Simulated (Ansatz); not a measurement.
**Correcting a cheap level on molecular compounds of B**

The atomisation enthalpy at 298 K in kJ/mol of 6 molecular compounds of B: x at MP2/def2-SVP, y from tabulated heats of molecules and atoms (NIST-JANAF tables). Shapes, held fixed at every level: PBE0-D4/def2-TZVP. Computed values hold a harmonic thermal term (PBE0-D4/def2-TZVP) and the atoms' spin-orbit lowering. Programs: Ansatz 0.2.0.

| molecule | x (kJ/mol) | y (kJ/mol) |
| --- | --- | --- |
| BI3 (boron triiodide) | 842 | 819 |
| BBr3 (boron tribromide) | 1120 | 1110 |
| BBr2F (dibromofluoroborane) | 1396 | 1388 |
| BCl2F (dichlorofluoroborane) | 1548 | ? |
| BBrF2 (SMILES FB(F)Br) | 1682 | 1661 |
| BF3 (boron trifluoride) | 1976 | 1944 |

**Question.** Fit y = c + s·x to the known rows and predict y for BCl2F.

**Answer.** 
1. Means of the 5 rows: x = 1403.20, y = 1384.4.
2. Σ(Δx)² = 801029, Σ(Δx·Δy) = 792642, so the slope is 792642/801029 = 0.98953.
3. Intercept: 1384.4 − (0.98953) × 1403.20 = -4.1. The largest residual of the fit is 11.
4. BCl2F: -4.1 + 0.98953 × 1548 = 1528 kJ/mol.

The tabulated heats give 1537 kJ/mol, so the prediction is off by -9 kJ/mol, within the largest residual. Uncorrected, MP2/def2-SVP misses BCl2F by +11 kJ/mol, and the other rows by 19 on average. With references in doubt, neither the misses nor the line can be laid on the level alone. Left out in turn, the other rows are missed by 13 kJ/mol on average. The molecules' own spin-orbit lowering is left out, so errors for iodides read a little too negative. The tabulated values of BI3, BBr3, BBr2F, BCl2F, BBrF2 are in doubt (older tables, estimates, or at odds with other calculations) and kept here. For atoms past krypton def2 sets carry core potentials with scalar relativity. Relativity is left out for Br. Outer-core shells of Br, I are correlated, in sets that cover them unevenly.
